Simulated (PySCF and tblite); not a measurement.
The numbers below are computed, except where a source is named.
Stationary points of C7H8 at B3LYP-D3(BJ)/def2-SVP, in Å:

Structure A

```
 1 C     0.945   -0.616   -0.824
 2 C     1.450    0.535   -0.154
 3 C     0.623    1.360    0.616
 4 C    -0.767    1.255    0.500
 5 C    -1.383    0.140   -0.137
 6 C    -1.018   -1.224    0.369
 7 C     0.206   -1.621    0.008
 8 H     1.587   -1.021   -1.618
 9 H     2.464    0.889   -0.374
10 H     1.052    2.245    1.093
11 H    -1.370    2.133    0.757
12 H    -0.353   -0.032   -1.161
13 H    -2.431    0.284   -0.432
14 H    -1.692   -1.778    1.029
15 H     0.688   -2.550    0.326
```

Structure B

```
 1 C     1.355   -0.779   -0.510
 2 C     1.506    0.569   -0.332
 3 C     0.607    1.432    0.404
 4 C    -0.729    1.252    0.521
 5 C    -1.459    0.201   -0.275
 6 C    -1.000   -1.152    0.203
 7 C     0.268   -1.584    0.004
 8 H     2.191   -1.320   -0.965
 9 H     2.454    1.012   -0.656
10 H     1.065    2.284    0.919
11 H    -1.301    1.892    1.201
12 H    -1.209    0.315   -1.347
13 H    -2.548    0.310   -0.169
14 H    -1.717   -1.805    0.710
15 H     0.513   -2.618    0.269
```

Level: PBE0/pcSseg-1 + D3(BJ), IEF-PCM dimethylsulfoxide on B3LYP-D3(BJ)/def2-SVP stationary points, with GFN2-xTB thermal terms.

Task: Which structure is a saddle point, and along which motion?

Result: A: one imaginary mode (1409i cm⁻¹ at GFN2-xTB, mostly on H12), along the shift of hydrogen on C5 from C5 to C1.

Task: Give their symmetry and energies above the lowest.

Result: A Cs, 37.3 kcal/mol; B Cs, 0.0 kcal/mol.

Tunnelling of the moving H, left out here, will speed the real process.
